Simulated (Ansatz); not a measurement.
methylammonium (SMILES C[NH3+]) moved off its minimum; all values from Ansatz (a first-principles code), cores frozen in correlated methods.
(charge 1, multiplicity 1)
```xyz
8

C     -0.8542     0.1788    -0.0864
N      0.5572    -0.1138     0.0982
H     -1.3038    -0.3182    -0.8837
H     -0.9871     1.2411    -0.3736
H     -1.1132    -0.1240     0.9972
H      1.1898    -1.0511     0.3909
H      1.1499     0.4212     0.8581
H      0.9906     0.2601    -0.9791
```

Forces at HF/def2-TZVPP (eV/Å):

| atom | Fx | Fy | Fz |
|---|---|---|---|
| C1 | -0.824 | 0.379 | 4.831 |
| N2 | 10.078 | 0.753 | -3.417 |
| H3 | -0.351 | -1.725 | -0.616 |
| H4 | 0.449 | -0.679 | 1.132 |
| H5 | -1.815 | 1.065 | -2.472 |
| H6 | -4.017 | 2.184 | -1.996 |
| H7 | -2.777 | -0.071 | -2.355 |
| H8 | -0.744 | -1.905 | 4.892 |

**Question.** Give the forces (eV/Å), the total energy and the dipole at CCSD(T)/cc-pVTZ.

**Answer.** 
```json
[
 {"atom": "C1", "Fx": "-0.747", "Fy": "0.401", "Fz": "4.482"},
 {"atom": "N2", "Fx": "8.650", "Fy": "0.567", "Fz": "-3.048"},
 {"atom": "H3", "Fx": "-0.508", "Fy": "-1.777", "Fz": "-0.898"},
 {"atom": "H4", "Fx": "0.383", "Fy": "-0.344", "Fz": "0.959"},
 {"atom": "H5", "Fx": "-1.651", "Fy": "0.900", "Fz": "-2.019"},
 {"atom": "H6", "Fx": "-3.407", "Fy": "1.651", "Fz": "-1.747"},
 {"atom": "H7", "Fx": "-2.221", "Fy": "0.205", "Fz": "-1.820"},
 {"atom": "H8", "Fx": "-0.498", "Fy": "-1.603", "Fz": "4.089"}
]
```
Energy -95.9742 hartree.
